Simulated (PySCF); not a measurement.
**Building multiplets from coupling constants**

Geometry (Å), atoms numbered from 1 in this order:
```xyz
18

B     0.630    1.523    1.080
C     0.161    0.345    0.195
C     1.060   -0.296   -0.610
C     2.506   -0.020   -0.813
C    -1.251   -0.133    0.221
C    -2.202    0.487    0.942
C    -1.619   -1.338   -0.598
H    -0.084    2.031    1.910
H     1.745    1.974    0.982
H     0.702   -1.151   -1.197
H     2.860    0.874   -0.289
H     3.104   -0.884   -0.472
H     2.721    0.085   -1.890
H    -3.231    0.120    0.940
H    -1.987    1.366    1.550
H    -1.435   -1.170   -1.672
H    -1.027   -2.222   -0.308
H    -2.682   -1.586   -0.475
```

How the numbers were obtained: shieldings: GIAO PBE0/pcSseg-1, B3LYP/pcJ-1 coupling constants (spin–dipole term only in couplings to heteroatoms), PBE0-D3(BJ)/def2-SVP geometry, in PySCF (a single conformation, isolated molecule, fast rotation and ring inversion assumed for equivalent nuclei, non-relativistic Hamiltonian).

Scale: TMS for $^{1}$H (σ = 31.27 ppm) and $^{13}$C (σ = 184.41 ppm) (reference shieldings calculated alike).

Spectrometer: 600 MHz for $^{1}$H. First-order analysis; couplings under 1 Hz (under 4 Hz in carbon signals) are ignored, and nearly equal couplings are merged; the smaller ones broaden or split the lines further.

(1) What pattern does H16/H17/H18 show ($^{1}$H)?

(2) What pattern does C7 show in the proton-coupled $^{13}$C spectrum?

(3) What pattern does C3 show in the proton-coupled $^{13}$C spectrum?

(4) What pattern does C5 show in the proton-coupled $^{13}$C spectrum?

## Answers

(1) A triplet at δ 1.90: 1.5 Hz to H14 and H15 (2 × $^{1}$H, 4 bonds away). Lines in Hz from the centre (relative intensity): +1.5 (1), +0.0 (2), -1.5 (1). The outer lines are 3.0 Hz apart, the sum of the couplings kept, or 0.005 ppm at this field.

(2) A quartet of doublets of doublets at δ 22.7: 132.7 Hz to H16/H17/H18 (3 × $^{1}$H, 1 bond away), 12.3 Hz to H15 (1 × $^{1}$H, 3 bonds away), 7.9 Hz to H14 (1 × $^{1}$H, 3 bonds away). Lines in Hz from the centre (relative intensity): +209.2 (1), +201.2 (1), +196.8 (1), +188.9 (1), +76.5 (3), +68.5 (3), +64.2 (3), +56.2 (3), -56.2 (3), -64.2 (3), -68.5 (3), -76.5 (3), -188.9 (1), -196.8 (1), -201.2 (1), -209.2 (1). The outer lines are 418.3 Hz apart, the sum of the couplings kept, or 2.773 ppm at this field.

(3) A doublet of quartets of triplets at δ 164.9: 151.6 Hz to H10 (1 × $^{1}$H, 1 bond away), 7.6 Hz to H11/H12/H13 (3 × $^{1}$H, 2 bonds away), 4.7 Hz to H8/H9 (2 × $^{1}$H, 3 bonds away). Lines in Hz from the centre (relative intensity): +91.9 (1), +87.2 (2), +84.3 (3), +82.5 (1), +79.6 (6), +76.7 (3), +74.9 (3), +72.0 (6), +69.1 (1), +67.3 (3), +64.4 (2), +59.7 (1), -59.7 (1), -64.4 (2), -67.3 (3), -69.1 (1), -72.0 (6), -74.9 (3), -76.7 (3), -79.6 (6), -82.5 (1), -84.3 (3), -87.2 (2), -91.9 (1). The outer lines are 183.8 Hz apart, the sum of the couplings kept, or 1.218 ppm at this field.

(4) A doublet of quartets of triplets at δ 150.5: 9.0 Hz to H10 (1 × $^{1}$H, 3 bonds away), 5.6 Hz to H16/H17/H18 (3 × $^{1}$H, 2 bonds away), 4.2 Hz to H8/H9 (2 × $^{1}$H, 3 bonds away). Lines in Hz from the centre (relative intensity): +17.1 (1), +12.9 (2), +11.5 (3), +8.7 (1), +8.1 (1), +7.3 (6), +5.9 (3), +3.9 (2), +3.1 (3), +2.5 (3), +1.7 (6), +0.3 (1), -0.3 (1), -1.7 (6), -2.5 (3), -3.1 (3), -3.9 (2), -5.9 (3), -7.3 (6), -8.1 (1), -8.7 (1), -11.5 (3), -12.9 (2), -17.1 (1). The outer lines are 34.2 Hz apart, the sum of the couplings kept, or 0.227 ppm at this field.

Hydrogens on boron are broadened and split by $^{11}$B (spin 3/2, 80 %) and 10B (spin 3). Unscaled 3J(H,H) at this level run about 10 % above measured values.
